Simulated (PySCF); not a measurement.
# Electric field gradients and quadrupole coupling constants

Compound: C7H12FNO.
Z-matrix (Å and degrees, GFN2-xTB geometry), rows numbered from 1:
```
C 
C   1  1.5195
O   2  1.4178  1  108.10
C   3  1.3612  2  116.34  1   177.73
C   4  1.3332  3  132.97  2     0.71
F   5  1.3504  4  128.82  3     2.89
N   5  1.4041  4  114.35  3  -173.95
C   7  1.4453  5  117.97  4  -144.58
C   7  1.4614  5  105.67  4   -12.95
C   4  1.5094  3  118.56  2  -174.52
H   1  1.0867  2  110.05  3    59.29
H   1  1.0862  2  109.80  3   179.55
H   1  1.0866  2  109.97  3   -60.34
H   2  1.0982  1  110.48  3  -120.14
H   2  1.0981  1  110.48  3   120.12
H   8  1.0895  7  108.53  5  -167.79
H   8  1.0996  7  112.63  5    71.71
H   8  1.0881  7  108.93  5   -49.34
H   9  1.0998  7  110.09  5  -101.44
H   9  1.0918  7  109.38  5   139.67
H  10  1.0897  4  111.79  3   -52.80
H  10  1.0918  4  110.02  3    67.11
```

Field gradients from the PBE0/pcSseg-1 density (PySCF, non-relativistic), principal values in atomic units, ordered |Vxx| ≤ |Vyy| ≤ |Vzz|:

| atom | Vxx | Vyy | Vzz |
| --- | --- | --- | --- |
| O3 | -0.1272 | -1.7982 | 1.9253 |
| N7 | 0.6088 | 0.6764 | -1.2852 |

Find the asymmetry η = (Vxx − Vyy)/Vzz and the couplings χ = eQV/h (234.96 MHz × Q in barn × V in au), with Q(17O) = −0.0256 b, Q(14N) = 0.02044 b.

| atom | environment | nucleus | η | χzz (MHz) | χxx (MHz) | χyy (MHz) |
| --- | --- | --- | --- | --- | --- | --- |
| O3 | ether oxygen | 17O | 0.87 | -11.58 | 0.76 | 10.82 |
| N7 | enamine nitrogen | 14N | 0.05 | -6.17 | 2.92 | 3.25 |

What is Vzz at N7 in SI units (1 au = 9.71736 × 10²¹ V/m²)?

-1.2852 au = -12.489 × 10²¹ V/m².

And the gradient at the other heavy atoms, for which no coupling is worked out here?

| atom | environment | Vzz (au) | η |
| --- | --- | --- | --- |
| C1 | methyl carbon | 0.067 | 0.38 |
| C2 | sp3 carbon bound to oxygen | 0.426 | 0.10 |
| C4 | vinylic carbon bearing oxygen | 0.265 | 0.22 |
| C5 | vinylic C–F carbon | 0.460 | 0.23 |
| F6 | vinyl fluorine | 3.023 | 0.02 |
| C8 | N-methyl carbon | 0.258 | 0.15 |
| C9 | sp3 carbon bound to nitrogen | 0.245 | 0.36 |
| C10 | allylic carbon | -0.090 | 0.99 |

Were the hydrogens deuterons (Q(2H) = 0.00286 b), χzz would run from 190 kHz (H15, H14 and H19) to 213 kHz (H12).

One conformer (not necessarily the lowest) at the GFN2-xTB geometry, without solvent, vibrations or thermal averaging. GFN2-xTB bond lengths can be off by several hundredths of an ångström, more for odd bonds, and the gradients follow them. These gradients aren't converged with respect to the basis.
